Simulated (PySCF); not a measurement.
```xyz
4
charge 0 multiplicity 1, angstrom
V    -0.3865    0.0000   -0.2549
O    -1.2435    1.2839    0.0158
O    -1.2435   -1.2839    0.0158
Cl    1.7005    0.0000    0.3537
```

Method: PBE0 in PySCF with V def2-TZVP, O def2-TZVP, Cl def2-TZVP; no relativity; density-fitted integrals.

This geometry of VO₂Cl is a stationary point at this level.

Task: What is the point group?

Result: Cs.

Task: Is it a minimum?

Result: Yes: all harmonic wavenumbers are real.

Task: What are the dipole moment and the gap between the highest occupied and lowest empty levels?

Result: 2.71 D and 4.86 eV.

Task: Give the atomic charges and bond orders.

Result: 
| atom | Mulliken | Löwdin | polar tensor | Mayer order to V1 |
| --- | --- | --- | --- | --- |
| V1 | 1.31 | 0.23 | 2.01 | – |
| O2,3 | -0.47 | -0.16 | -0.72 | 2.09 |
| Cl4 | -0.37 | 0.10 | -0.56 | 0.98 |

Stability towards spin polarisation was not tested. Only a few start shapes were tried, so a lower isomer may exist.
